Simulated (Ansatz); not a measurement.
`O[Si](O)(F)F` + CH₄ → `C[Si](O)(F)F` + H₂O  (formal exchange of groups at the Si–O bond)

Computed with Ansatz on PBE0-D4/def2-TZVP structures; ΔE is electronic, products minus reactants. CCSD(T)/CBS is the MP2 limit (def2-TZVPP, def2-QZVPP) plus CCSD(T) − MP2 in def2-TZVPP, frozen cores. This one scheme is used for every species. DFT in def2-TZVPP. One conformer a species, not always the lowest.

`O[Si](O)(F)F`:

```xyz
7

O     0.062    1.310   -0.756
Si    0.016   -0.005    0.171
O    -0.210   -1.268   -0.799
F     1.345   -0.193    1.010
F    -1.130    0.132    1.254
H    -0.166    2.156   -0.370
H     0.082   -2.132   -0.510
```

CH₄:

Cartesian coordinates in Å:
```
C 0.000 0.000 0.000
H 0.430 -0.993 0.123
H -1.087 -0.076 -0.026
H 0.356 0.437 -0.933
H 0.301 0.632 0.835
```

`C[Si](O)(F)F`:

Z-matrix (Å, degrees):
```
C
Si 1 1.831
H 1 1.092 2 110.6
H 1 1.092 2 110.5 3 120.1
H 1 1.092 2 110.5 3 -120.1
O 2 1.621 1 109.9 3 179.9
F 2 1.590 1 111.2 3 -58.1
F 2 1.590 1 111.2 3 58.0
H 6 0.958 2 119.7 1 -180.0
```

H₂O:

Cartesian coordinates in Å:
```
O -0.054 -0.270 -0.275
H 0.354 0.593 -0.376
H -0.300 -0.323 0.651
```

```json
{"level": "PBE-D4", "ΔE (kJ/mol)": "92.5"}
{"level": "r2SCAN0-D4", "ΔE (kJ/mol)": "107.2"}
{"level": "MP2/def2-TZVPP", "ΔE (kJ/mol)": "105.2"}
{"level": "CCSD/CBS(def2)", "ΔE (kJ/mol)": "103.7"}
```

(1) What does CCSD(T)/CBS give? (Estimate.)

Largest T1 diagnostic among the species: 0.011.

## Answers

(1) Computed: +101.7 kJ/mol. The listed levels differ from it by -9.2, 5.5, 3.5, 2.0 kJ/mol.

The D4 term adds −3.0 kJ/mol with B3LYP and −1.7 kJ/mol with PBE0; it sums over pairs of atoms, weighted by their polarisabilities, and B3LYP, whose exchange is more repulsive, gets the larger term. From BLYP to BHLYP (50 % exact exchange), in def2-TZVPP and without D4, ΔE moves by +9.0 kJ/mol.

B3LYP here is the variant with VWN-RPA as its local correlation; programs differ in this.
